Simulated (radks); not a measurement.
Q: Species: P3-. Configuration: [Ar]. All-electron calculation, non-relativistic Kohn-Sham, PBEsol, spin-polarised, spherical densities, point nucleus; Watson sphere of charge +3 and radius 2.03 bohr. Program: a radial shooting solver on a logarithmic mesh with Libxc functionals. Some entries of the table are withheld. Estimate them.

orbital  occ.  eigenvalue (hartree)  <1/r> (bohr^-1)
1s          2             -76.02141              (1)
2s          2              -6.22193            2.792
2p          6              -4.44108            2.690
3s          2              -0.60534           0.7027
3p          6                   (2)           0.5882

A: 
(1) 1s <1/r> (bohr^-1): 14.55
(2) 3p eigenvalue (hartree): -0.29645
